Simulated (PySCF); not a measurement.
**WOF + H₂O → HWO₂ + HF**

Level: PBE0 in the def2-TZVP basis family, computed in PySCF with density fitting; scalar-relativistic core potentials for atoms from Rb on, none lighter, no spin–orbit coupling; open shells unrestricted.

```csv
species,state and structure,E (Eh),ZPE (kJ/mol),H(298 K) − H(0) (kJ/mol),S° (J/(mol K))
WOF,"quartet, Cs, W–F 1.896 Å, W–O 1.694 Å; F–W–O 146.6°",-242.08558,10.9,12.1,296.8
H₂O,"singlet, C2v, O–H 0.960 Å (×2); H–O–H 105.1°",-76.37736,56.5,9.9,188.7
HWO₂,"doublet, Cs, W–H 1.734 Å, W–O 1.695 Å (×2); H–W–O 109.2° (×2), O–W–O 110.3°",-218.07717,33.1,12.1,290.6
HF,"singlet, C∞v, H–F 0.920 Å",-100.39188,24.9,8.7,173.6
```

(1) What is the electronic reaction energy?

(2) Add zero-point, thermal and entropy terms for 298.15 K and 1 bar.

Answers

(1) At PBE0/def2-TZVP, ΔE = -16.0 kJ/mol from the differences of the total energies times 2625.5, downhill. Hydrolysis steps of this kind drive oxide growth by atomic layer deposition.

(2) ΔZPE = -9.4 and Δ[H(298) − H(0)] = -1.2 kJ/mol give ΔH° = -26.6 kJ/mol. ΔS° = -21.3 J/(mol K), so ΔG° = -26.6 − 298.15 × (-0.0213) = -20 kJ/mol and log₁₀K = 3.5.

Spin–orbit coupling can matter for WOF, HWO₂ and is left out. Open d or f shells are single determinants, so the state found may not be the ground state. The structures come from searches over a few start shapes, so lower isomers are not excluded.
